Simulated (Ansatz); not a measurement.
Ansatz (an electronic-structure program) input (HF/6-31G* with LANL2DZ past Ar): The .json file joins the Basis Set Exchange's 6-31G* for atoms up to Ar and LANL2DZ past it.

Ansatz 0.2 input:
```yaml
crystal:
  periodic: [false, false, false]
  atoms:
    - {symbol: Se, position_ang: [0.05667790, 0.02864102, 0.51766712]}
    - {symbol: F, position_ang: [0.53756959, 1.03104944, -0.90515144]}
    - {symbol: F, position_ang: [-0.75168608, -1.13924887, -1.05047989]}
basis:
  gaussian:
    orbitals: 6-31Gs+LANL2DZ.json
hamiltonian:
  xc: {name: HF}
total_charge: -1
magnetization: {spin_polarized: true, initial_magnetization: 1}
phonons: {temperatures: {t_min: 298.15, t_max: 298.15, t_step: 100}}
```

Output:

```
Functional definition: HF
integrals: 0.00 GiB planned
415 factors; integrals over basis functions are off by at most 2.4e-4 eV
mean field: 0.08 GiB planned
mean field evaluation 1: about -5653.8318 eV, gradient 1.4e1 eV
mean field evaluation 2: about -5653.9667 eV, gradient 1.4e1 eV
mean field evaluation 4: about -5654.9442 eV, gradient 1.7e0 eV
mean field evaluation 8: about -5655.0073 eV, gradient 3.3e-1 eV
mean field evaluation 16: about -5655.0126 eV, gradient 1.5e-5 eV
mean field evaluation 32: about -5654.8122 eV, gradient 1.7e0 eV
mean field -5655.01263409 eV, -207.8178811976 hartree, gradient 1.5e-5 eV, S^2 0.781567; 0 other end points of the search recorded, 0 dependent functions left out
the calculation of the forces begins
reference -5655.01263409 eV, -207.8178811976 hartree; 13, 12 occupied and 25, 26 virtual orbitals, 415 factors
these checks for a lower state are left out or cut short: stability, starts, cluster_reference, orbital_swaps, neighbouring_geometries, increment
integrals: 0.00 GiB planned
415 factors; integrals over basis functions are off by at most 2.4e-4 eV
mean field: 0.08 GiB planned
mean field -5655.01261047 eV, -207.8178803296 hartree, gradient 6.5e-6 eV, S^2 0.781508; 0 other end points of the search recorded, 0 dependent functions left out
the calculation of the forces begins
reference -5655.01261047 eV, -207.8178803296 hartree; 13, 12 occupied and 25, 26 virtual orbitals, 415 factors
these checks for a lower state are left out or cut short: stability, starts, cluster_reference, orbital_swaps, neighbouring_geometries, increment
integrals: 0.00 GiB planned
415 factors; integrals over basis functions are off by at most 2.4e-4 eV
mean field: 0.08 GiB planned
mean field -5655.01260563 eV, -207.8178801518 hartree, gradient 6.6e-6 eV, S^2 0.781625; 0 other end points of the search recorded, 0 dependent functions left out
the calculation of the forces begins
reference -5655.01260563 eV, -207.8178801518 hartree; 13, 12 occupied and 25, 26 virtual orbitals, 415 factors
these checks for a lower state are left out or cut short: stability, starts, cluster_reference, orbital_swaps, neighbouring_geometries, increment
integrals: 0.00 GiB planned
415 factors; integrals over basis functions are off by at most 2.4e-4 eV
mean field: 0.08 GiB planned
mean field -5655.01260230 eV, -207.8178800294 hartree, gradient 7.5e-6 eV, S^2 0.781816; 0 other end points of the search recorded, 0 dependent functions left out
the calculation of the forces begins
reference -5655.01260230 eV, -207.8178800294 hartree; 13, 12 occupied and 25, 26 virtual orbitals, 415 factors
these checks for a lower state are left out or cut short: stability, starts, cluster_reference, orbital_swaps, neighbouring_geometries, increment
integrals: 0.00 GiB planned
415 factors; integrals over basis functions are off by at most 2.4e-4 eV
mean field: 0.08 GiB planned
mean field evaluation 64: about -5655.0126 eV, gradient 3.2e-4 eV
mean field -5655.01260173 eV, -207.8178800082 hartree, gradient 7.7e-6 eV, S^2 0.781321; 0 other end points of the search recorded, 0 dependent functions left out
the calculation of the forces begins
reference -5655.01260173 eV, -207.8178800082 hartree; 13, 12 occupied and 25, 26 virtual orbitals, 415 factors
these checks for a lower state are left out or cut short: stability, starts, cluster_reference, orbital_swaps, neighbouring_geometries, increment
integrals: 0.00 GiB planned
415 factors; integrals over basis functions are off by at most 2.4e-4 eV
mean field: 0.08 GiB planned
mean field -5655.01260315 eV, -207.8178800605 hartree, gradient 3.3e-6 eV, S^2 0.781690; 0 other end points of the search recorded, 0 dependent functions left out
the calculation of the forces begins
reference -5655.01260315 eV, -207.8178800605 hartree; 13, 12 occupied and 25, 26 virtual orbitals, 415 factors
these checks for a lower state are left out or cut short: stability, starts, cluster_reference, orbital_swaps, neighbouring_geometries, increment
integrals: 0.00 GiB planned
415 factors; integrals over basis functions are off by at most 2.4e-4 eV
mean field: 0.08 GiB planned
mean field -5655.01260506 eV, -207.8178801306 hartree, gradient 3.3e-6 eV, S^2 0.781445; 0 other end points of the search recorded, 0 dependent functions left out
the calculation of the forces begins
reference -5655.01260506 eV, -207.8178801306 hartree; 13, 12 occupied and 25, 26 virtual orbitals, 415 factors
these checks for a lower state are left out or cut short: stability, starts, cluster_reference, orbital_swaps, neighbouring_geometries, increment
integrals: 0.00 GiB planned
415 factors; integrals over basis functions are off by at most 2.4e-4 eV
mean field: 0.08 GiB planned
mean field -5655.01261412 eV, -207.8178804638 hartree, gradient 3.1e-6 eV, S^2 0.781408; 0 other end points of the search recorded, 0 dependent functions left out
the calculation of the forces begins
reference -5655.01261412 eV, -207.8178804638 hartree; 13, 12 occupied and 25, 26 virtual orbitals, 415 factors
these checks for a lower state are left out or cut short: stability, starts, cluster_reference, orbital_swaps, neighbouring_geometries, increment
integrals: 0.00 GiB planned
415 factors; integrals over basis functions are off by at most 2.4e-4 eV
mean field: 0.08 GiB planned
mean field -5655.01261232 eV, -207.8178803975 hartree, gradient 3.2e-6 eV, S^2 0.781727; 0 other end points of the search recorded, 0 dependent functions left out
the calculation of the forces begins
reference -5655.01261232 eV, -207.8178803975 hartree; 13, 12 occupied and 25, 26 virtual orbitals, 415 factors
these checks for a lower state are left out or cut short: stability, starts, cluster_reference, orbital_swaps, neighbouring_geometries, increment
integrals: 0.00 GiB planned
415 factors; integrals over basis functions are off by at most 2.4e-4 eV
mean field: 0.08 GiB planned
mean field evaluation 96: about -5654.8746 eV, gradient 3.9e-1 eV
mean field -5655.01262782 eV, -207.8178809672 hartree, gradient 7.6e-6 eV, S^2 0.781502; 0 other end points of the search recorded, 0 dependent functions left out
the calculation of the forces begins
reference -5655.01262782 eV, -207.8178809672 hartree; 13, 12 occupied and 25, 26 virtual orbitals, 415 factors
these checks for a lower state are left out or cut short: stability, starts, cluster_reference, orbital_swaps, neighbouring_geometries, increment
integrals: 0.00 GiB planned
415 factors; integrals over basis functions are off by at most 2.4e-4 eV
mean field: 0.08 GiB planned
mean field -5655.01263087 eV, -207.8178810791 hartree, gradient 7.3e-6 eV, S^2 0.781630; 0 other end points of the search recorded, 0 dependent functions left out
the calculation of the forces begins
reference -5655.01263087 eV, -207.8178810791 hartree; 13, 12 occupied and 25, 26 virtual orbitals, 415 factors
these checks for a lower state are left out or cut short: stability, starts, cluster_reference, orbital_swaps, neighbouring_geometries, increment
integrals: 0.00 GiB planned
415 factors; integrals over basis functions are off by at most 2.4e-4 eV
mean field: 0.08 GiB planned
mean field -5655.01262772 eV, -207.8178809634 hartree, gradient 6.6e-6 eV, S^2 0.781479; 0 other end points of the search recorded, 0 dependent functions left out
the calculation of the forces begins
reference -5655.01262772 eV, -207.8178809634 hartree; 13, 12 occupied and 25, 26 virtual orbitals, 415 factors
these checks for a lower state are left out or cut short: stability, starts, cluster_reference, orbital_swaps, neighbouring_geometries, increment
integrals: 0.00 GiB planned
415 factors; integrals over basis functions are off by at most 2.4e-4 eV
mean field: 0.08 GiB planned
mean field -5655.01263007 eV, -207.8178810500 hartree, gradient 6.4e-6 eV, S^2 0.781655; 0 other end points of the search recorded, 0 dependent functions left out
the calculation of the forces begins
reference -5655.01263007 eV, -207.8178810500 hartree; 13, 12 occupied and 25, 26 virtual orbitals, 415 factors
Total energy: -5655.01263409 eV, -207.8178811976 hartree
Atom 0 at     0.056678     0.028641     0.517667 Å, force     0.000515     0.000856     0.000138 eV/Å
Atom 1 at     0.537570     1.031049    -0.905151 Å, force    -0.000175    -0.000365     0.000519 eV/Å
Atom 2 at    -0.751686    -1.139249    -1.050480 Å, force    -0.000340    -0.000492    -0.000657 eV/Å
Dipole moment:     0.159436     0.173578     0.743988 e Å
Vibrations: 178.85 308.52 608.38 cm⁻¹, zero-point energy 0.067928 eV
```

The blocks after the first are displaced geometries, from whose forces the wavenumbers follow.

The dipole moment of an ion depends on the origin.
